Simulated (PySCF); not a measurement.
Geometry:
```tsv
atom	x (Å)	y (Å)	z (Å)
Si1	-0.257	-1.330	1.287
Si2	-1.070	0.821	0.635
Si3	-0.339	-0.977	-1.074
Si4	1.415	0.159	0.442
Si5	0.250	1.328	-1.291
```

Total charge -2.

Geometry: PBE0-D3(BJ)/def2-SVP; GIAO absolute shieldings from PySCF 2.14, gas phase, non-relativistic, averaged over equivalent atoms.

At KT2/pcSseg-1 (120 basis functions, 9.2 s wall time on 1 thread of an Arm Neoverse V2, shared host):
```json
{"atoms": "Si1/Si5", "σ (ppm)": "-46.1"}
{"atoms": "Si2/Si3/Si4", "σ (ppm)": "730.3"}
```

Question: Estimate the result of repeating the calculation with PBE0/pcSseg-1.

Answer: 
```json
{"atoms": "Si1/Si5", "σ at PBE0/pcSseg-1": "-63.3", "change": "-17.2"}
{"atoms": "Si2/Si3/Si4", "σ at PBE0/pcSseg-1": "727.0", "change": "-3.3"}
```

The largest change is at Si1/Si5 (silicon bonded to 3 Si). Cost: 120 basis functions, 7.5 s wall time on 1 thread of an Arm Neoverse V2, shared host.
